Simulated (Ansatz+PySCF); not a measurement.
Values are calculated unless marked as measured or tabulated.
Several solutions for singlet H4

| atom | x (Å) | y (Å) | z (Å) |
| --- | --- | --- | --- |
| H | 0.0000 | 0.0000 | 0.0000 |
| H | 0.0000 | 0.0000 | 1.5000 |
| H | 0.0000 | 0.0000 | 3.0000 |
| H | 0.0000 | 0.0000 | 4.5000 |

Basis set: cc-pVDZ (spherical functions). Charge 0, multiplicity 1.

UHF was run from several starts with Ansatz (development build ahead of 0.2.0) and PySCF 2.14.0.

```json
{"run": "A", "program": "PySCF", "start": "guess huckel, instabilities followed", "converged": "yes", "energy (hartree)": "-2.05496", "<S²>": "1.10"}
{"run": "B", "program": "Ansatz", "start": "stability test followed", "converged": "yes", "energy (hartree)": "-2.05496", "<S²>": "1.10"}
{"run": "C", "program": "Ansatz", "start": "atomic start, no search", "converged": "yes", "energy (hartree)": "-2.00502", "<S²>": "0.00"}
{"run": "D", "program": "PySCF", "start": "guess minao, instabilities followed", "converged": "yes", "energy (hartree)": "-2.05496", "<S²>": "1.10"}
{"run": "E", "program": "PySCF", "start": "program defaults", "converged": "yes", "energy (hartree)": "-2.00502", "<S²>": "0.00"}
{"run": "F", "program": "Ansatz", "start": "search for the lowest state", "converged": "yes", "energy (hartree)": "-2.05496", "<S²>": "1.10"}
{"run": "G", "program": "PySCF", "start": "guess 1e, instabilities followed", "converged": "yes", "energy (hartree)": "-2.05496", "<S²>": "1.10"}
{"run": "H", "program": "PySCF", "start": "guess atom, instabilities followed", "converged": "yes", "energy (hartree)": "-2.05496", "<S²>": "1.10"}
```

(1) Which runs reached the lowest solution of this kind, and what is wrong with the others?

Results:

(1) A, B, D, F, G, H reached the lowest solution found. Converged but too high: C by 1.36 eV, E by 1.36 eV. Convergence only shows a stationary point, and even a stable one can lie too high; stability tests and further starts are what find lower ones. Caution: the unrestricted determinant is a mixture of spin states. Caution: the determinant breaks the point group.
